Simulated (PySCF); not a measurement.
Two-component Hartree-Fock for Sb³⁺ (antimony, charge +3)

Start: [Kr] 4d10 5s2. Calculated with PySCF 2.14 in x2c-TZVPall-2c: generalised Hartree-Fock with the X2C-1e Hamiltonian and a Gaussian nucleus; one run each with spin-orbit coupling (SO) switched off, then screened by Boettger's factors.

```tsv
spinor shell	electrons	ε, spin-free (eV)	ε, screened SO (eV)	weight of nominal j (screened SO)	rms radius, screened SO (bohr)
1s1/2	2	-30674.2	-30671.1	1.000	0.0325
2s1/2	2	-4788.1	-4787.2	1.000	0.133
2p1/2	2	-4294.4	-4469.3	1.000	0.115
2p3/2	4	-4294.4	-4215.0	1.000	0.120
3s1/2	2	-1003.3	-1003.1	1.000	0.352
3p1/2	2	-838.38	-871.65	1.000	0.345
3p3/2	4	-838.38	-823.20	1.000	0.356
3d3/2	4	-587.51	-593.31	1.000	0.329
3d5/2	6	-587.51	-583.46	1.000	0.332
4s1/2	2	-205.79	-205.75	1.000	0.842
4p1/2	2	-152.77	-158.98	1.000	0.893
4p3/2	4	-152.77	-149.95	1.000	0.922
4d3/2	4	-73.394	-74.196	1.000	1.09
4d5/2	6	-73.394	-72.845	1.000	1.10
5s1/2	2	-41.894	-41.896	1.000	2.19
```

```csv
quantity,spin-free,screened SO
E (hartree),-6475.37212,-6477.03253
M_J,0,0
⟨J²⟩,0.000,0.000
⟨L²⟩,0.000,0.019
⟨S²⟩,0.000,0.019
```

Breit and QED terms are absent; they matter most for the inner s and p1/2 levels.

Densities and radii are taken from the X2C orbitals without a picture-change correction, which distorts them close to the nucleus.

Without spin-orbit coupling the j labels of p, d and f shells carry no meaning; the spin-free column gives the mean over the occupied spinors of each nl shell.
